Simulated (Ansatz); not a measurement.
The same ligand exchange along the group O, S, Se.

Isolated molecules relaxed with PBE0-D4/def2-TZVP in Ansatz; ΔE leaves out vibrations. CCSD(T)/CBS adds triple-zeta CCSD(T) − MP2 to the extrapolated MP2 energy (def2 sets, frozen cores). This one scheme is used for every species. DFT in def2-TZVPP. B3LYP here is the variant with VWN-RPA as its local correlation; programs differ in this. For Se outer-core shells are correlated without core-valence functions, which leaves a few kJ/mol of doubt a bond. Scalar relativity is left out up to krypton. Each species was taken in one conformer, which may not be the lowest.

```
                                     reaction  CCSD/CBS(def2) (kJ/mol)  B3LYP-D4 (kJ/mol)  CCSD(T)/CBS(def2) (kJ/mol)
        `OBN[SiH3]` + H–F → `OBF` + `N[SiH3]`                      -31                -36                         -29
        `[SiH3]NBS` + H–F → `FBS` + `N[SiH3]`                      -12                -17                         -10
`[SiH3]NB[SeH]` + H–F → `FB[SeH]` + `N[SiH3]`                       -9                -14                          -6
```

Largest T1 diagnostic: 0.014, for `FBS`.
